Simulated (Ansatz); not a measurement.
Relaxation of ClF4H3SW (10 atoms, charge 0, multiplicity 1), to a largest force component of 0.03 eV/Å in at most 50 steps.

The calculation used Ansatz, RKS B3LYP-D4/def2-SVP.

```xyz
10
Properties=species:S:1:pos:R:3
W 0.032 -0.048 -0.145
Cl 0.396 -1.015 1.996
F 1.888 -0.205 -0.202
F -0.065 1.484 -1.211
F -1.361 0.822 0.717
H -1.068 -1.315 -0.014
F 0.048 -0.937 -1.782
S 1.612 2.398 1.984
H 2.761 1.909 1.458
H 1.409 1.242 2.716
```

Q: Where does it end, and by what steps?

A: The run converged. The force dipped under the threshold on the way, but the program's further checks kept it going. After 16 steps the energy has fallen by 0.219 eV; S8 moved furthest, 0.54 Å. Joined: W1–S8 (3.61 → 2.94 Å).

```csv
step,energy less start (eV),largest force component (eV/Å),accepted
0,0.0000,0.781,yes
1,-0.0858,0.772,yes
2,-0.1538,0.659,yes
3,-0.1785,0.541,yes
4,-0.2039,0.284,yes
5,-0.2109,0.111,yes
6,-0.2158,0.058,yes
7,-0.2164,0.036,yes
8,-0.2170,0.040,yes
9,-0.2176,0.026,yes
10,-0.2176,0.135,no
11,-0.2181,0.017,yes
12,-0.2169,0.222,no
13,-0.2184,0.060,yes
14,-0.2180,0.100,no
15,-0.2186,0.011,yes
16,-0.2188,0.015,yes
```

```xyz
10
Properties=species:S:1:pos:R:3
W 0.115 0.000 -0.018
Cl 0.324 -1.197 1.997
F 1.965 -0.311 -0.093
F 0.165 1.590 -1.028
F -1.354 0.867 0.748
H -1.056 -1.201 -0.004
F 0.118 -0.795 -1.707
S 1.271 2.086 1.697
H 2.513 1.985 1.165
H 1.591 1.312 2.761
```

Whether the end is a true minimum wasn't checked by a vibrational analysis.

The run took 67 s on 4 threads of Arm Neoverse V1, on a shared host, peak memory 0.45 GiB.
